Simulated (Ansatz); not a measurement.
Mulliken charges of C₄H₂F₂Ge, SMILES `C#[C][Ge]([F])([F])[C]#C` from r2SCAN/def2-TZVPP in Ansatz (PBE0-D4/def2-TZVP geometry).

```csv
atom,x (Å),y (Å),z (Å),charge (e)
C1,0.431,-2.675,-0.155,-0.123
C2,0.331,-1.505,-0.412,-0.290
Ge3,0.171,0.324,-0.780,1.065
F4,-0.933,0.538,-2.074,-0.349
F5,1.670,0.908,-1.373,-0.349
C6,-0.369,1.386,0.664,-0.291
C7,-0.713,2.050,1.606,-0.122
H8,0.521,-3.714,0.068,0.229
H9,-1.019,2.643,2.438,0.229
```

**Question.** By hand: the dipole of these point charges (1 e Å = 4.8032 D).

**Answer.** Σ q r = (-0.144, -0.293, 0.696) e Å, of length 0.769 e Å = 3.69 D.

**Question.** How does the dipole of the full density compare? (An estimate is asked.)

**Answer.** Ansatz gave: (-0.132, -0.270, 0.640) e Å, 3.40 D; the point charges give 1.09 times that, at 0° from its direction.

Point charges leave out the atoms' own dipoles, such as those of lone pairs, and Mulliken's split depends on the basis, so the close match here is no proof of good charges.
